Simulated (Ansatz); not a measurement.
`CC([SiH3])=C=N` + H₂ → `CC=C=N` + SiH₄  (hydrogenolysis of a C–Si bond)

Gas-phase electronic energies from Ansatz, PBE0-D4/def2-TZVP geometries. CBS: MP2 limit from def2 TZ/QZ plus the TZ coupled-cluster correction, frozen cores. This one scheme is used for every species. One conformer a species, not always the lowest.

```json
{"species": "`CC([SiH3])=C=N`", "CCSD/def2-SVP energy (Eh)": "-461.51023"}
{"species": "H₂", "CCSD/def2-SVP energy (Eh)": "-1.16345"}
{"species": "`CC=C=N`", "CCSD/def2-SVP energy (Eh)": "-171.38156"}
{"species": "SiH₄", "CCSD/def2-SVP energy (Eh)": "-291.29946"}
```

Task: Work out ΔE.

Result: ΔE = (-171.38156) + (-291.29946) − (-461.51023) − (-1.16345) = -0.00734 Eh = -0.20 eV. CCSD(T)/CBS gives -0.01 eV.

Largest T1 diagnostic among the species: 0.014.

Leaving LDA and LC-ωPBE aside and taking each functional with its dispersion term where it has one, the values, not all of them listed here, spread over 0.16 eV, from CAM-B3LYP-D4 to revPBE-D4. LDA lies +0.06 eV from PBE without D4. In def2-TZVPP, CCSD(T) changes the Hartree–Fock value by +0.25 eV (the triples alone add +0.06 eV) and MP2 by +0.37 eV.
